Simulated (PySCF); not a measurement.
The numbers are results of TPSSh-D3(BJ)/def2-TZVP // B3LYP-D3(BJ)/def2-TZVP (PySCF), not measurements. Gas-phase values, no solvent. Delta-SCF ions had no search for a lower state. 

Reference species (SMILES): `B` (neutral, multiplicity 1).

- HOMO: -9.28 eV
- vertical ionisation energy (Delta-SCF): 13.00 eV

Changed species: `[SiH3]B[SiH3]` (2 of 3 H replaced by SiH3; the reference has 0 of 3 H replaced by SiH3).

Task: What does the change do to the HOMO and vertical ionisation energy (Delta-SCF)?

Result: the HOMO rises by 1.86 eV, to -7.42 eV; the vertical ionisation energy (Delta-SCF) falls by 3.17 eV, to 9.83 eV.
